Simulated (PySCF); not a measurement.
C₃H₇BO₂, SMILES OB1CC(O)C1.

Coordinates come from a r2SCAN-D4/def2-SVP optimisation. This is a generated structure with no PubChem entry under its InChIKey; it may be hypothetical. Other conformers were not sampled.

Two levels are set side by side: TDA-PBE/def2-SVPD (PySCF) and TDA-PBE0/def2-SVPD (PySCF). Vertical, same geometry. The lowest singlet is HOMO→LUMO 99 % with PBE and HOMO→LUMO+1 61 %, HOMO−1→LUMO+1 33 % with the other functional; states are paired by order. Differences are taken from unrounded values.

```
quantity                              TDA-PBE0
------------------------------------  --------
lowest singlet excitation (eV)            6.32
lowest triplet excitation (TDA) (eV)      5.77
```

### Question
What does TDA-PBE give, and how far is it from TDA-PBE0? (An estimate is asked for; the answer gives what the named calculation found.)

### Answer

```json
[
 {"quantity": "lowest singlet excitation (eV)", "TDA-PBE": "5.29", "TDA-PBE minus TDA-PBE0": "-1.03"},
 {"quantity": "lowest triplet excitation (TDA) (eV)", "TDA-PBE": "5.09", "TDA-PBE minus TDA-PBE0": "-0.68"}
]
```

A lower first singlet is the usual sign of a functional without exact exchange. Differences between two approximate levels are no errors against the true value.

Rough cost on one machine, each run with all the roots and properties that it gave: TDA-PBE0 against TDA-PBE about 2 times.
